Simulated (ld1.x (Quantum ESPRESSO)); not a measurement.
**Reading a pseudo-wave (manganese (Mn))**

Columns: radius, all-electron u(r) and pseudo u(r) of the 4s shell (level -4.78 eV) of manganese in the configuration [Ar] 3d5.5 4s1.5 4p0; LDA (PZ), scalar-relativistic, TM scheme, ld1.x (Quantum ESPRESSO) 7.5.

```tsv
r (bohr)	all-electron	pseudo
0.188	-0.1591	-0.0227
0.375	0.0622	-0.0476
0.562	0.2487	-0.0771
0.750	0.2346	-0.1141
0.938	0.1058	-0.1611
1.125	-0.0558	-0.2196
1.312	-0.2094	-0.2893
1.500	-0.3390	-0.3669
1.688	-0.4398	-0.4441
1.875	-0.5128	-0.5112
2.062	-0.5623	-0.5612
2.250	-0.5923	-0.5921
2.438	-0.6063	-0.6063
2.625	-0.6077	-0.6077
2.812	-0.5995	-0.5995
3.000	-0.5838	-0.5838
3.188	-0.5627	-0.5627
3.375	-0.5379	-0.5379
3.562	-0.5106	-0.5106
3.750	-0.4815	-0.4815
3.938	-0.4518	-0.4518
4.125	-0.4222	-0.4222
4.312	-0.3929	-0.3929
4.500	-0.3643	-0.3643
4.688	-0.3367	-0.3367
4.875	-0.3104	-0.3104
```

Question: How many radial nodes do the two functions have?

Answer: The all-electron 4s function has n − l − 1 = 3 (the table is too coarse to show those close to the nucleus); the pseudo-wave has 0, since the states of the same l below it are removed with the core.

Question: At about which radius was the pseudo-wave matched?

Answer: 2.55 bohr. The columns agree to 0.0005 from 2.25 bohr on; several derivatives are matched, so the curves merge somewhat inside the radius.

Question: Where does each function peak?

Answer: Outermost all-electron maximum near 2.62 bohr, pseudo maximum near 2.62 bohr (to the table’s step).

Question: Is the pseudo-wave norm-conserving?

Answer: Yes: the TM scheme keeps the norm inside the radius equal to the all-electron one, which fixes the energy derivative of the logarithmic derivative at the level.
